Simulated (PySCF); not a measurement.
BBr₃. Atoms are numbered in the order given.

```xyz
4

B      0.0000     0.0000     0.0000
Br     1.9050     0.0000     0.0000
Br    -0.9525    -1.6498     0.0000
Br    -0.9525     1.6498     0.0000
```
Charge 0, spin multiplicity 1.

Coordinates come from a r2SCAN-D4/def2-SVP optimisation. The isomer is the one that the SMILES or the coordinates give; other isomers of the formula were not compared.

Calculation: PySCF with r2SCAN/def2-TZVP.

The molecule is in vacuum.

Estimate the frontier levels, gap, dipole moment and polarisability. (The exact figures need the calculation; the answer reports its results.)


```json
{
  "highest_occupied_level": "-7.36 eV",
  "lowest_empty_level": "-2.74 eV",
  "orbital_gap": "4.62 eV",
  "dipole_moment": "0.00 D",
  "quadrupole, principal values (traceless, Buckingham form, about the centre of nuclear charge)": "-0.26, 0.13, 0.13 D·Å",
  "mean_static_polarisability": "72.5 bohr³ (10.74 Å³)",
  "polarisability_principal_values": "49.8, 83.8, 83.8 bohr³"
}
```
